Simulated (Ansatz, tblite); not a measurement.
Removing an electron: SiHF3. The state is a singlet with charge 0. Geometry: PBE0-D4/def2-TZVP. Ansatz, gas phase; energy differences of separate SCF runs; the oxidised species was run as a doublet alone.

```xyz
5

Si   -0.010   -0.032   -0.024
H    -0.351   -1.175   -0.868
F    -0.073   -0.427    1.498
F    -1.011    1.157   -0.266
F     1.444    0.477   -0.340
```

The xTB rows come from tblite. Correlated methods freeze 8 core orbitals.

```csv
level,−HOMO (eV),vertical IE (eV),−LUMO (eV),HOMO–LUMO gap (eV)
GFN1-xTB,13.68,17.48,3.41,10.28
GFN2-xTB,13.44,17.28,4.83,8.61
HF/def2-TZVPP,–,14.13,–,–
PBE-D4/def2-TZVP,9.55,13.47,-0.15,9.70
r2SCAN-D4/def2-TZVP,9.99,13.74,-0.69,10.67
PBE0-D4/def2-TZVP,11.22,14.07,-1.04,12.26
MP2/def2-TZVPP,–,14.43,–,–
CCSD/def2-TZVPP,–,14.60,–,–
CCSD(T)/def2-TZVPP,–,14.48,–,–
```

 Raw xTB energy differences between charge states are shifted by several eV; the methods need an empirical correction for them.
